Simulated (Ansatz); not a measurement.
A search over several starts for the lowest SCF solution of the cluster In₂As at the given spin, in a small basis.

```yaml
crystal:
  periodic: [false, false, false]
  atoms:
    - {symbol: In, position_ang: [1.907211, -0.993232, 0.141832]}
    - {symbol: In, position_ang: [-1.605382, 1.279316, 0.658946]}
    - {symbol: As, position_ang: [-0.301829, -0.286084, -0.800769]}
basis:
  gaussian: {orbitals: def2-SVP}
magnetization: {spin_polarized: true, initial_magnetization: 1}
hamiltonian: {xc: pbe0, dispersion: d4}
output: {orbitals: {seedname: orbitals}}
```

```sh
$ ansatz run in.yaml --threads 4 --pin off --events-out ev --progress --plain --max-ram 3916MiB
```

Shortened log:

```
Functional definition: PBE0
994 factors; integrals over basis functions are off by at most 3.0e-4 eV
mean field evaluation 1: about -71172.2342 eV, gradient 1.7e1 eV
mean field evaluation 2: about -71159.9809 eV, gradient 4.0e1 eV
mean field evaluation 4: about -71174.8892 eV, gradient 8.6e-1 eV
mean field evaluation 8: about -71174.8996 eV, gradient 5.7e-2 eV
mean field evaluation 16: about -71174.8997 eV, gradient 2.1e-3 eV
mean field evaluation 32: about -71174.8997 eV, gradient 5.4e-5 eV
mean field evaluation 64: about -71174.8042 eV, gradient 4.2e-1 eV
mean field evaluation 96: about -71174.8635 eV, gradient 1.6e-1 eV
mean field -71174.89966351 eV, -2615.6293185542 hartree, gradient 8.2e-6 eV, S^2 0.766681; 9 other end points of the search recorded, 0 dependent functions left out
reference -71174.89968928 eV, -2615.6293195015 hartree; 38, 37 occupied and 46, 47 virtual orbitals, 994 factors
Total energy: -71175.03740489 eV, -2615.6343804565 hartree
```

Run time 6 s (4 threads of Intel Xeon 6975P-C on a shared host).

In the def2 sets In takes a core potential; there is no spin–orbit coupling. The structure comes from a short search, and lower isomers may exist.
